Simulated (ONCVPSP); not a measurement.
## Configuration tests for gold (ONCV)

| Property | Result |
| --- | --- |
| Element | gold |
| Generator | ONCVPSP 4.0.1 |
| Type | optimised norm-conserving Vanderbilt (ONCV) |
| Functional | PBE |
| Relativity | scalar-relativistic |
| Frozen core | [Kr] 4d10 4f14 |
| Valence charge | 19 |
| Reference configuration | 5s2 5p6 5d10 6s0.75 6p0.25 |
| Partial waves | 5s+6s: rc 1.75 bohr, ncon 4, nbas 8, qcut 5.5 1/bohr, 2 projectors; 5p+6p: rc 1.45 bohr, ncon 5, nbas 9, qcut 8.4 1/bohr, 2 projectors; 5d: rc 2.30 bohr, ncon 4, nbas 9, qcut 5.3 1/bohr, 2 projectors, debl 3 Ha |
| Local potential | polynomial inside 1.05 bohr (lpopt 3, dvloc0 3 Ha) |
| Core correction | none |

Energies are relative to the spin-unpolarised reference configuration 5s2 5p6 5d10 6s0.75 6p0.25; without spin polarisation the order of configurations can differ from experiment. Not all tests gave a result: 1 of 4 tests not solved or not reliable.

```csv
valence configuration,charge,ΔE all-electron (eV),error AE − PS (meV)
5s2 5p6 5d10 6s1 6p0,0,-1.258,+0.4
5s2 5p6 5d10 6s0 6p0,+1,8.151,-3.2
5s2 5p6 5d9 6s1 6p1,0,6.239,+27
```
